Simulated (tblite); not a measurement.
C5H13NO2Si.
SMILES with atom numbers: `[CH3:1][O:2][CH2:3][SiH2:4][N:5]([CH3:6])[C:7]([CH3:8])=[O:9]` (hydrogens: H10, H11, H12 on C1; H13, H14 on C3; H15, H16 on Si4; H17, H18, H19 on C6; H20, H21, H22 on C8)

Structure used (GFN2-xTB), in Å, numbered top down from 1:
```xyz
22
C5H13NO2Si angstrom
C      3.7358   -0.0195    0.0558
O      2.8980   -1.0218    0.5548
C      1.6258   -1.0771   -0.0729
Si     0.5895    0.4990    0.2860
N     -1.0840    0.0381   -0.0744
C     -1.6455   -1.1855   -0.5801
C     -1.8153    1.1128    0.2423
C     -3.3062    1.0894    0.0906
O     -1.1904    2.0854    0.6540
H      3.8442   -0.1001   -1.0332
H      3.3611    0.9805    0.2969
H      4.7068   -0.1670    0.5263
H      1.7661   -1.2571   -1.1495
H      1.1705   -1.9741    0.3514
H      0.7495    0.7628    1.7096
H      0.9631    1.5378   -0.6725
H     -2.3036   -1.6508    0.1587
H     -0.8374   -1.8731   -0.8103
H     -2.2212   -1.0039   -1.4912
H     -3.5724    0.9305   -0.9529
H     -3.7286    0.2769    0.6788
H     -3.7163    2.0363    0.4294
```

Calculated harmonic vibrations of the isolated species, GFN2-xTB (tblite), most abundant isotopes, no scaling. Errors from tens to a few hundred cm⁻¹ against measured bands are possible. Modes of hydrogen on silicon can be 10 to 20 % off. One conformer, not necessarily the lowest.

Harmonic wavenumbers (cm⁻¹): 48.3, 68.8, 99.1, 109.9, 112.4, 162.2, 162.9, 179.1, 216.4, 234.8, 263.8, 302.9, 401.8, 437.3, 499.8, 553.2, 565.7, 658.1, 701.2, 707.7, 711.9, 786.8, 808.1, 909.1, 962.0, 1003.1, 1004.3, 1099.4, 1110.1, 1120.4, 1137.2, 1146.3, 1239.2, 1261.7, 1291.3, 1368.6, 1403.6, 1409.4, 1444.1, 1453.8, 1459.5, 1460.9, 1472.1, 1483.3, 1485.2, 1497.7, 1657.0, 2281.3, 2331.7, 2840.0, 2896.4, 2933.7, 2946.5, 2963.1, 2966.3, 3016.1, 3018.2, 3023.5, 3057.6, 3062.5.

A = 3269, B = 675.5, C = 579.8 MHz; mass 147.072 u (most abundant isotopes); point group C1, symmetry number 1.

Question: Zero-point energy?

Answer: ½Σν̃ = 38504 cm⁻¹ = 110.09 kcal/mol.

Question: Give the ideal-gas entropy at 500 K and 1 bar in the rigid-rotor, harmonic-oscillator model (classical rotation).

Answer: Translation 43.46, rotation 31.45, vibration 64.02: S = 138.9 cal/(mol K).

Question: And Cp and H(500 K) − H(0)?

Answer: Cp = 66.01 cal/(mol K), of which vibrations give 58.06 (their classical limit is 60 R = 119.2); H(500 K) − H(0) = 19.86 kcal/mol without the zero-point energy, 15.89 from vibrations.

Question: Blend soft modes into free rotors: weight 1/[1 + (100 cm⁻¹/ν̃)⁴] for the oscillator and the rest for a rotor with moment μB/(μ + B), μ = h/(8π²ν), B = 10⁻⁴⁴ kg m². What vibrational entropy results?

Answer: 59.50 cal/(mol K) in place of 64.02, which changes −T·S at 500 K by +2.26 kcal/mol.

Question: What must be added to the electronic energy to get the Gibbs energy at 500 K and 1 bar?

Answer: ZPE + [H(500 K) − H(0)] − T·S = 110.09 + 19.86 − 69.46 = 60.49 kcal/mol.

Question: Which modes carry the vibrational entropy at 500 K?

Answer: 48.3 cm⁻¹: 5.91; 68.8 cm⁻¹: 5.21; 99.1 cm⁻¹: 4.49; 109.9 cm⁻¹: 4.28; 112.4 cm⁻¹: 4.24; 162.2 cm⁻¹: 3.52 cal/(mol K); the other 54 give 36.37 together.

Hindered rotation and anharmonicity are outside this model. Other conformers, if any are populated, would add a mixing term that is left out. The structure is chiral; the term R ln 2 for an equal mix with its mirror image is left out.
